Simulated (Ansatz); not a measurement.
## Ansatz (development build ahead of 0.2.0) run

```yaml
crystal:
  periodic: [false, false, false]
  atoms:
    - { symbol: Li, position_ang: [1.0795, 0.02818, 0.06262] }
    - { symbol: Li, position_ang: [-1.03262, 0.09161, -0.01329] }
    - { symbol: F, position_ang: [0.04297, 1.40888, 0.02542] }
    - { symbol: F, position_ang: [-0.06643, -1.36719, -0.01346] }
basis:
  gaussian: { orbitals: cc-pVDZ }
hamiltonian:
  xc: hf
correlation:
  method: mp2
  frozen_orbitals: { F: 1, Li: 0 }
```

The input is written out in the form of the current development build from the run's settings.

The run gave:

| Item | Value |
| --- | --- |
| Converged | yes |
| Reference energy | -213.99757 hartree |
| Correlation energy | -0.41646 hartree |
| Total energy | -214.41403 hartree |
| Spin squared of the determinant | 0.000 |
